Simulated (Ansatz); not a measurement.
The same path of C2H2BClO (7 atoms, charge 0, multiplicity 1) was run 3 times with different band settings. Lost on the way: C4–H7. Made: O5–H7.

Method: RKS B3LYP/STO-3G in Ansatz.

Relaxed end points:

```xyz
7
Properties=species:S:1:pos:R:3
Cl -2.140 0.564 1.495
B -0.597 -0.265 1.105
C 0.117 0.001 -0.147
C 0.977 0.031 -1.177
O -0.035 0.931 -1.510
H -0.163 -1.033 1.877
H 1.901 -0.297 -1.688
```

```xyz
7
Properties=species:S:1:pos:R:3
Cl -2.142 0.343 0.829
B -0.471 -0.262 1.053
C 0.562 -0.053 0.002
C 1.771 -0.142 -0.650
O 0.494 0.762 -1.310
H -0.213 -0.846 2.036
H 0.060 0.130 -2.006
```

Common settings: spring 5.0 eV/Å²; optimiser quadratic models (default); start path through a guess of the saddle point; force threshold 0.05 eV/Å; end points relaxed.

| run | movable images | climbing image | iteration limit |
| --- | --- | --- | --- |
| 1 | 9 | yes | 60 |
| 2 | 9 | yes | 10 |
| 3 | 6 | no | 60 |

**Question.** What does each run give, and how far can it be trusted?

**Answer.** Run 1: converged after 18 iterations, highest image 2.201 eV above the first end. The profile has 2 maxima (images 4, 8) with wells between them (image 7): this band takes more than one step, which may be the mechanism or a detour left from its start path. Neighbouring images differ by up to 1.2 eV, so the band resolves the path poorly. A vibrational analysis at the climbing image gives one clearly imaginary mode, 950i cm⁻¹: a first-order saddle point.
Run 2: not converged after 10 iterations, highest image 2.215 eV above the first end. The band didn't meet its force threshold, so its energies are provisional: the largest band force was still 0.88 eV/Å, and over the last iterations the top moved between 2.21 and 2.23 eV.
Run 3: converged after 27 iterations, highest image 2.144 eV above the first end. The profile has 2 maxima (images 2, 5) with wells between them (image 4): this band takes more than one step, which may be the mechanism or a detour left from its start path. No image climbed, so the highest image needn't sit at the top of the path.
The orbitals stay closed-shell, which can raise the energy where a bond breaks towards radicals; this wasn't checked here. Limits of this set-up: minimal basis.
